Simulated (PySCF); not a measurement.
# How methods differ on the ionisation energy of As²⁺

As²⁺ [Ar] 3d10 4s2 4p1 (2P) → As³⁺ [Ar] 3d10 4s2 (1S), as a difference of total energies. All numbers are calculated (PySCF 2.14, no relativity, point nucleus, in def2-TZVPPD). Correlated levels: valence: [Ar] 3d10 frozen; valence and next inner shell: [Ne] frozen. The calculations carry no spin-orbit coupling.

| method | ionisation energy (eV) | plus first-order spin-orbit estimate | difference from reference of that sum (eV) |
| --- | --- | --- | --- |
| UHF | 27.422 | 27.630 | -0.719 |
| LDA | 28.212 | 28.419 | +0.070 |
| PBE | 28.054 | 28.262 | -0.087 |
| PBE0 | 28.078 | 28.286 | -0.063 |
| r2SCAN | 28.263 | 28.471 | +0.122 |
| BLYP | 27.997 | 28.205 | -0.144 |
| B2PLYP | 27.935 | 28.143 | -0.206 |
| MN15 | 28.171 | 28.378 | +0.029 |
| TPSSh | 28.105 | 28.313 | -0.036 |
| MP2 (valence) | 27.681 | 27.889 | -0.460 |
| SCS-MP2 (valence) | 27.672 | 27.879 | -0.470 |
| MP2 (valence and next inner shell) | 27.808 | 28.015 | -0.334 |
| SCS-MP2 (valence and next inner shell) | 27.756 | 27.963 | -0.386 |

Reference: 28.349 ± 0.012 eV (measured; NIST Atomic Spectra Database, ionization energies).

A first-order spin-orbit estimate (lowest level to lowest level, LS coupling) adds 0.208 eV.

These non-relativistic numbers lack the scalar-relativistic shift.

Errors of the correlated levels include the incompleteness of this basis and the frozen core.
